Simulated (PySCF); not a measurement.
ClH₃OSiTe. Atoms are numbered in the order given.

```xyz
7

Te     0.3913    -0.0091     0.7784
Cl     0.8329     1.8061    -0.7192
O     -0.3486    -1.3222    -0.5183
Si    -1.7924    -1.1611    -1.3737
H     -2.8768    -0.6633    -0.4777
H     -2.1218    -2.5192    -1.8822
H     -1.6263    -0.2181    -2.5137
```

Coordinates come from a B3LYP-D3(BJ)/def2-SVP optimisation. The structure was generated by enumeration, and PubChem lists no compound with its InChIKey, so it may never have been made. The def2 effective core potentials stand for the cores of Te; spin–orbit coupling is left out. Other conformers were not sampled.

Method: PBE/def2-TZVP run with PySCF.

Atomic charges (e):

```
atom  Löwdin  Mulliken
----  ------  --------
Te1      [?]      0.46
Cl2      [?]     -0.25
O3     -0.25     -0.45
Si4     0.09      0.31
H5       [?]     -0.03
H6       [?]     -0.02
H7       [?]     -0.02
```

Problem. Complete the blanks. (An estimate is asked for; the answer gives what the named calculation found.)

Solution. 
- Te1, Löwdin: 0.35
- Cl2, Löwdin: -0.07
- H5, Löwdin: -0.04
- H6, Löwdin: -0.04
- H7, Löwdin: -0.04

Computed Mayer and Wiberg (Löwdin basis) orders of the bonds:
| bond | Mayer | Wiberg |
|---|---|---|
| Te1–Cl2 | 1.07 | 1.54 |
| Te1–O3 | 0.99 | 1.37 |
| O3–Si4 | 1.09 | 1.63 |
| Si4–H5 | 0.93 | 0.97 |
| Si4–H6 | 0.94 | 0.96 |
| Si4–H7 | 0.94 | 0.97 |
